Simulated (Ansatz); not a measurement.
`BC([SiH3])[SiH2]F` + `NC(O)O` → `OC(O)N[SiH3]` + `BC[SiH2]F`  (ligand exchange at the Si–C bond)

Gas-phase electronic energies from Ansatz, PBE0-D4/def2-TZVP geometries. CBS: MP2 limit from def2 TZ/QZ plus the TZ coupled-cluster correction, frozen cores. DFT in def2-TZVPP. B3LYP here is the variant with VWN-RPA as its local correlation; programs differ in this. Each species was taken in one conformer, which may not be the lowest.

`BC([SiH3])[SiH2]F`:

```xyz
13

B     1.440    0.392   -0.838
C     0.164    0.617   -0.014
Si    0.235   -0.424    1.564
Si   -1.310   -0.058   -0.927
F    -1.301    0.436   -2.452
H     2.201    1.285   -1.072
H     1.687   -0.703   -1.260
H    -0.012    1.657    0.278
H     0.909   -1.720    1.305
H    -1.148   -0.697    2.051
H     0.968    0.321    2.618
H    -2.568    0.434   -0.316
H    -1.265   -1.541   -0.937
```

`NC(O)O`:

Cartesian coordinates in Å:
```
N -0.539 -0.373 -0.973
C 0.280 -0.042 0.153
O -0.512 -0.316 1.272
O 0.669 1.291 0.081
H -1.008 -1.257 -0.824
H 0.016 -0.426 -1.816
H 1.228 -0.598 0.217
H -0.005 -0.062 2.049
H -0.127 1.783 -0.159
```

`OC(O)N[SiH3]`:

```xyz
12

O    -1.615    0.717    0.723
C    -0.261    0.404    0.831
O    -0.048    0.046    2.173
N     0.080   -0.648   -0.056
Si    0.604   -0.376   -1.683
H    -1.859    1.223    1.505
H     0.359    1.280    0.574
H     0.858   -0.268    2.247
H    -0.481   -1.470    0.131
H     1.641    0.688   -1.632
H    -0.457    0.054   -2.635
H     1.181   -1.651   -2.178
```

`BC[SiH2]F`:

```xyz
10

B     1.402   -0.613   -0.412
C     0.030   -0.714    0.274
Si   -0.942    0.874    0.090
F    -2.344    0.679    0.841
H     2.353   -0.197    0.183
H     1.530   -0.901   -1.567
H     0.091   -0.853    1.359
H    -0.629   -1.469   -0.170
H    -1.239    1.175   -1.330
H    -0.252    2.018    0.733
```

| level | ΔE (kJ/mol) |
| --- | --- |
| r2SCAN-D4 | -19.9 |
| PBE0-D4 | -15.7 |
| B3LYP-D4 | -25.5 |
| B3LYP | -31.0 |
| CCSD(T)/def2-TZVPP | -20.0 |
| MP2/def2-QZVPP | -19.9 |
| SCS-MP2/def2-QZVPP | -24.6 |
| HF/CBS(def2) | -40.8 |

What does CCSD(T)/CBS give? (An estimate is asked.)

Ansatz gave: -19.6 kJ/mol. The listed levels differ from it by -0.3, 3.9, -5.9, -11.4, -0.4, -0.3, -5.0, -21.2 kJ/mol.

Largest T1 diagnostic among the species: 0.012.

In def2-TZVPP, CCSD(T) changes the Hartree–Fock value by +20.0 kJ/mol (the triples alone add +3.1 kJ/mol) and MP2 by +20.1 kJ/mol. The D4 term adds +5.5 kJ/mol with B3LYP and +2.8 kJ/mol with PBE0; it sums over pairs of atoms, weighted by their polarisabilities, and B3LYP, whose exchange is more repulsive, gets the larger term.
